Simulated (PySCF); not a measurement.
A geometry optimisation, step by step.

Compound: C6H5BrO3S.
Atom-mapped SMILES: `[O:1]=[S:2](=[O:3])([OH:4])[c:5]1[cH:6][cH:7][c:8]([Br:9])[cH:10][cH:11]1` (hydrogens: H12 on O4; H13 on C6; H14 on C7; H15 on C10; H16 on C11)

Computed by this run: PySCF 2.14.0, PBE0-D3(BJ)/def2-SVP geometry optimisation, gas phase; density fitting, grid level 1; the optimiser is geomeTRIC in internal coordinates, started from a GFN2-xTB structure. 10 of its 18 geometries are shown. The frame can shift and turn from step to step; on so coarse a grid that alone can change the energy by a few meV, and forces under 0.02 eV/Å are noise.

Step 0: E = -93277.9027 eV, largest atomic force 1.649 eV/Å
```
atom  x, y, z in Å  |  force x, y, z in eV/Å
O1      2.746   -0.624    1.206    0.429  -1.375   0.802
S2      2.160    0.412    0.412   -0.572  -0.505  -0.708
O3      2.409    1.775    0.737    0.015   1.581   0.026
O4      2.629    0.148   -1.115   -0.328   0.607  -0.355
C5      0.415    0.147    0.220    0.750   0.147   0.087
C6     -0.366    1.194   -0.222   -0.198   0.123  -0.022
C7     -1.721    0.989   -0.420    0.087  -0.043   0.021
C8     -2.252   -0.269   -0.167   -0.676  -0.108  -0.101
Br9    -4.105   -0.558   -0.440    0.215   0.033   0.034
C10    -1.464   -1.319    0.283    0.078   0.084  -0.004
C11    -0.110   -1.103    0.478   -0.110  -0.173   0.043
H12     3.279   -0.556   -1.140    0.346  -0.423   0.163
H13     0.095    2.152   -0.395    0.124   0.531  -0.107
H14    -2.359    1.789   -0.761   -0.252   0.339  -0.143
H15    -1.906   -2.285    0.476   -0.160  -0.388   0.094
H16     0.542   -1.882    0.838    0.252  -0.430   0.171
```

Step 2: E = -93277.9953 eV, largest atomic force 0.140 eV/Å
```
atom  x, y, z in Å  |  force x, y, z in eV/Å
O1      3.150   -0.265    1.534   -0.047   0.061  -0.004
S2      2.572    0.807    0.736    0.114  -0.024   0.079
O3      2.804    2.204    1.032   -0.050  -0.117  -0.050
O4      3.072    0.550   -0.789    0.029   0.029  -0.029
C5      0.831    0.548    0.578    0.065   0.040  -0.012
C6      0.029    1.614    0.175   -0.056  -0.045   0.027
C7     -1.339    1.412    0.036   -0.043   0.013  -0.014
C8     -1.880    0.153    0.308    0.035   0.015   0.001
Br9    -3.733   -0.115    0.118    0.017  -0.001   0.007
C10    -1.072   -0.907    0.725   -0.025   0.004  -0.006
C11     0.297   -0.708    0.861    0.009   0.025  -0.008
H12     3.684   -0.203   -0.759   -0.046   0.003   0.003
H13     0.476    2.592   -0.012   -0.001  -0.006   0.000
H14    -1.989    2.229   -0.279   -0.005   0.001   0.003
H15    -1.516   -1.879    0.944    0.002   0.000   0.004
H16     0.953   -1.513    1.199    0.003   0.004  -0.001
```

Step 4: E = -93277.9976 eV, largest atomic force 0.095 eV/Å
```
atom  x, y, z in Å  |  force x, y, z in eV/Å
O1      3.141   -0.254    1.542    0.045  -0.036   0.018
S2      2.578    0.809    0.726   -0.067  -0.030  -0.053
O3      2.813    2.206    1.001    0.026   0.091  -0.008
O4      3.076    0.532   -0.798    0.025   0.047   0.037
C5      0.836    0.559    0.570   -0.047  -0.021   0.004
C6      0.025    1.622    0.179   -0.006  -0.031   0.020
C7     -1.345    1.416    0.050    0.011   0.018   0.001
C8     -1.877    0.154    0.321   -0.043  -0.013  -0.010
Br9    -3.731   -0.125    0.145    0.021   0.013   0.005
C10    -1.064   -0.906    0.725    0.045   0.042  -0.001
C11     0.306   -0.698    0.851   -0.004  -0.034  -0.003
H12     3.649   -0.249   -0.769   -0.001  -0.046  -0.008
H13     0.466    2.603   -0.007    0.001   0.010  -0.006
H14    -2.001    2.232   -0.253   -0.010   0.010  -0.007
H15    -1.501   -1.881    0.945   -0.003  -0.008   0.001
H16     0.967   -1.502    1.181    0.006  -0.012   0.008
```

Step 6: E = -93278.0002 eV, largest atomic force 0.153 eV/Å
```
atom  x, y, z in Å  |  force x, y, z in eV/Å
O1      3.151   -0.199    1.560    0.012  -0.066   0.052
S2      2.584    0.824    0.698   -0.042  -0.045  -0.126
O3      2.814    2.232    0.903    0.004   0.144   0.051
O4      3.095    0.495   -0.809    0.008  -0.033   0.042
C5      0.840    0.560    0.558    0.034   0.005   0.031
C6      0.023    1.628    0.191    0.014  -0.014  -0.016
C7     -1.347    1.423    0.080   -0.022   0.062  -0.017
C8     -1.875    0.158    0.343   -0.002  -0.004   0.016
Br9    -3.729   -0.115    0.203   -0.050  -0.003  -0.014
C10    -1.055   -0.905    0.723    0.029  -0.029   0.011
C11     0.316   -0.701    0.834    0.029  -0.003  -0.011
H12     3.577   -0.346   -0.770   -0.015  -0.006  -0.016
H13     0.463    2.611    0.008   -0.006  -0.025   0.004
H14    -2.008    2.244   -0.202    0.008  -0.013  -0.002
H15    -1.490   -1.883    0.939    0.005   0.017  -0.005
H16     0.979   -1.509    1.150   -0.007   0.014  -0.002
```

Step 8: E = -93278.0014 eV, largest atomic force 0.042 eV/Å
```
atom  x, y, z in Å  |  force x, y, z in eV/Å
O1      3.138   -0.186    1.588   -0.008   0.019  -0.003
S2      2.586    0.828    0.704    0.015   0.005   0.018
O3      2.820    2.241    0.891   -0.011  -0.040  -0.009
O4      3.109    0.472   -0.791    0.010   0.009   0.003
C5      0.843    0.567    0.558   -0.002   0.000   0.003
C6      0.026    1.633    0.189   -0.001   0.009  -0.006
C7     -1.346    1.429    0.076    0.008  -0.022   0.001
C8     -1.872    0.162    0.338    0.003   0.008  -0.008
Br9    -3.728   -0.110    0.193    0.004  -0.009  -0.002
C10    -1.050   -0.902    0.715   -0.018   0.023  -0.010
C11     0.320   -0.696    0.828    0.004  -0.011   0.011
H12     3.533   -0.398   -0.751   -0.008   0.004   0.004
H13     0.466    2.615    0.007    0.003   0.005  -0.001
H14    -2.006    2.250   -0.206    0.001  -0.001  -0.003
H15    -1.483   -1.881    0.926   -0.001   0.001   0.000
H16     0.984   -1.503    1.144    0.001  -0.001   0.004
```

Step 9: E = -93278.0017 eV, largest atomic force 0.160 eV/Å
```
atom  x, y, z in Å  |  force x, y, z in eV/Å
O1      3.126   -0.192    1.617   -0.044   0.060  -0.051
S2      2.584    0.825    0.730    0.089   0.078   0.108
O3      2.823    2.238    0.922   -0.045  -0.124  -0.025
O4      3.117    0.474   -0.761    0.013   0.013  -0.030
C5      0.843    0.569    0.568   -0.024  -0.017  -0.004
C6      0.030    1.632    0.182   -0.009   0.008   0.002
C7     -1.340    1.429    0.051    0.015  -0.035   0.004
C8     -1.871    0.164    0.312    0.003  -0.002  -0.012
Br9    -3.724   -0.115    0.139    0.025   0.009   0.000
C10    -1.054   -0.898    0.704   -0.005   0.011  -0.005
C11     0.316   -0.693    0.836   -0.025   0.006   0.010
H12     3.526   -0.404   -0.725    0.003  -0.015   0.004
H13     0.474    2.613    0.001    0.006   0.020  -0.006
H14    -1.995    2.248   -0.245   -0.007   0.013  -0.006
H15    -1.490   -1.875    0.913   -0.003  -0.014   0.005
H16     0.974   -1.498    1.165    0.007  -0.010   0.006
```

Step 11: E = -93278.0034 eV, largest atomic force 0.290 eV/Å
```
atom  x, y, z in Å  |  force x, y, z in eV/Å
O1      3.050   -0.188    1.796   -0.056   0.101  -0.108
S2      2.561    0.829    0.878    0.114   0.130   0.233
O3      2.791    2.243    1.082   -0.049  -0.175  -0.037
O4      3.180    0.491   -0.580    0.029   0.015  -0.086
C5      0.834    0.572    0.616   -0.051  -0.040  -0.038
C6      0.057    1.624    0.136   -0.015   0.005   0.018
C7     -1.298    1.418   -0.097    0.060  -0.030   0.018
C8     -1.848    0.160    0.155   -0.065  -0.016  -0.020
Br9    -3.682   -0.125   -0.166    0.025   0.002   0.008
C10    -1.070   -0.890    0.645    0.029   0.025   0.001
C11     0.285   -0.681    0.880   -0.035   0.023   0.008
H12     3.498   -0.424   -0.565    0.017  -0.040   0.011
H13     0.517    2.599   -0.035    0.003   0.023  -0.013
H14    -1.927    2.228   -0.467   -0.013   0.014  -0.011
H15    -1.525   -1.861    0.847   -0.004  -0.020   0.007
H16     0.915   -1.476    1.283    0.011  -0.016   0.007
```

Step 13: E = -93278.0050 eV, largest atomic force 0.048 eV/Å
```
atom  x, y, z in Å  |  force x, y, z in eV/Å
O1      3.012   -0.154    1.881    0.010  -0.018   0.024
S2      2.544    0.854    0.947   -0.030  -0.016  -0.034
O3      2.745    2.267    1.150    0.011   0.045   0.004
O4      3.220    0.519   -0.490   -0.003  -0.012   0.000
C5      0.827    0.572    0.625    0.005   0.006  -0.007
C6      0.061    1.613    0.101    0.005  -0.005   0.007
C7     -1.284    1.392   -0.172   -0.011   0.015  -0.008
C8     -1.839    0.137    0.085    0.004  -0.005   0.006
Br9    -3.658   -0.161   -0.287   -0.006  -0.003  -0.001
C10    -1.072   -0.898    0.622    0.003  -0.011   0.006
C11     0.274   -0.677    0.897    0.011   0.003   0.001
H12     3.529   -0.400   -0.466    0.003   0.008   0.005
H13     0.520    2.588   -0.074   -0.004  -0.008  -0.004
H14    -1.905    2.193   -0.578    0.001  -0.007  -0.003
H15    -1.529   -1.867    0.830    0.003   0.003   0.003
H16     0.893   -1.462    1.336   -0.003   0.005   0.001
```

Step 15: E = -93278.0049 eV, largest atomic force 0.109 eV/Å
```
atom  x, y, z in Å  |  force x, y, z in eV/Å
O1      3.013   -0.101    1.887    0.019  -0.031   0.042
S2      2.537    0.887    0.936   -0.031  -0.045  -0.095
O3      2.721    2.306    1.119    0.015   0.060   0.008
O4      3.226    0.535   -0.493   -0.023  -0.005   0.037
C5      0.825    0.580    0.613    0.020   0.021   0.019
C6      0.043    1.606    0.086    0.003  -0.001  -0.011
C7     -1.301    1.366   -0.178   -0.026   0.001  -0.008
C8     -1.839    0.107    0.094    0.030   0.010   0.008
Br9    -3.657   -0.217   -0.263   -0.006  -0.005  -0.002
C10    -1.055   -0.914    0.636   -0.013  -0.009   0.001
C11     0.289   -0.673    0.900    0.009  -0.014  -0.004
H12     3.562   -0.373   -0.440    0.000   0.018  -0.002
H13     0.487    2.586   -0.101   -0.001  -0.007   0.001
H14    -1.934    2.155   -0.587    0.003  -0.007   0.001
H15    -1.498   -1.887    0.854    0.003   0.006   0.003
H16     0.920   -1.446    1.343   -0.002   0.009   0.002
```

Step 17: E = -93278.0052 eV, largest atomic force under 0.02 eV/Å
```
atom  x, y, z in Å  |  force x, y, z in eV/Å
O1      3.018   -0.071    1.886   -0.004   0.006  -0.007
S2      2.533    0.908    0.929    0.011   0.005   0.003
O3      2.709    2.330    1.103   -0.002  -0.011  -0.003
O4      3.219    0.551   -0.498   -0.007   0.003   0.002
C5      0.823    0.588    0.613   -0.005   0.002   0.009
C6      0.031    1.602    0.078   -0.001  -0.001  -0.008
C7     -1.311    1.348   -0.184    0.004  -0.005   0.001
C8     -1.836    0.085    0.099   -0.002  -0.001  -0.001
Br9    -3.651   -0.260   -0.257    0.002  -0.002   0.001
C10    -1.043   -0.924    0.648    0.001   0.003   0.000
C11     0.299   -0.669    0.910   -0.003  -0.001   0.000
H12     3.569   -0.351   -0.437    0.004   0.000   0.000
H13     0.467    2.583   -0.118    0.000   0.002  -0.002
H14    -1.951    2.127   -0.600   -0.001   0.000  -0.002
H15    -1.476   -1.899    0.876    0.000  -0.001   0.003
H16     0.938   -1.431    1.359    0.002   0.001   0.003
```

Q: Summarise the path.

A: The energy falls by 0.1025 eV from step 0 to step 17; nine tenths of that is first reached at step 2. It never rises by more than 0.2 meV. The largest force goes from 1.649 to under 0.02 eV/Å. Among the bonds O1=S2 changes most, from 1.431 to 1.452 Å; the atoms move by 0.087 Å rms after alignment.

Q: Follow the three bonds and two angles with the largest change from start to end.

A: 
| step | E above end (eV) | largest force (eV/Å) | O1=S2 (Å) | S2=O3 (Å) | C8–Br9 (Å) | O1–S2–O3 (°) | O4–S2–C5 (°) |
| --- | --- | --- | --- | --- | --- | --- | --- |
| 0 | 0.1025 | 1.649 | 1.431 | 1.424 | 1.896 | 119.7 | 99.1 |
| 1 | 0.0131 | 0.352 | 1.458 | 1.449 | 1.875 | 122.5 | 101.2 |
| 2 | 0.0099 | 0.140 | 1.456 | 1.446 | 1.882 | 122.4 | 101.3 |
| 3 | 0.0088 | 0.098 | 1.454 | 1.444 | 1.884 | 122.4 | 101.2 |
| 4 | 0.0076 | 0.095 | 1.453 | 1.443 | 1.883 | 122.5 | 101.2 |
| 5 | 0.0066 | 0.161 | 1.453 | 1.442 | 1.880 | 122.7 | 101.5 |
| 6 | 0.0050 | 0.153 | 1.452 | 1.442 | 1.879 | 122.8 | 101.9 |
| 7 | 0.0041 | 0.070 | 1.453 | 1.443 | 1.881 | 122.9 | 102.1 |
| 8 | 0.0038 | 0.042 | 1.454 | 1.444 | 1.881 | 122.8 | 102.0 |
| 9 | 0.0035 | 0.160 | 1.455 | 1.445 | 1.882 | 122.7 | 102.0 |
| 10 | 0.0030 | 0.298 | 1.455 | 1.447 | 1.882 | 122.7 | 102.1 |
| 11 | 0.0018 | 0.290 | 1.455 | 1.446 | 1.883 | 122.8 | 102.1 |
| 12 | 0.0006 | 0.113 | 1.453 | 1.444 | 1.882 | 122.9 | 102.1 |
| 13 | 0.0003 | 0.048 | 1.452 | 1.442 | 1.881 | 123.0 | 102.2 |
| 14 | 0.0003 | 0.125 | 1.451 | 1.442 | 1.880 | 123.0 | 102.2 |
| 15 | 0.0003 | 0.109 | 1.451 | 1.442 | 1.880 | 123.0 | 102.2 |
| 16 | 0.0001 | 0.031 | 1.452 | 1.443 | 1.881 | 123.0 | 102.2 |
| 17 | 0.0000 | under 0.02 | 1.452 | 1.443 | 1.881 | 122.9 | 102.2 |

What follows is the cost of the whole optimisation. The run took about 19 min of CPU time (one thread, shared machine).
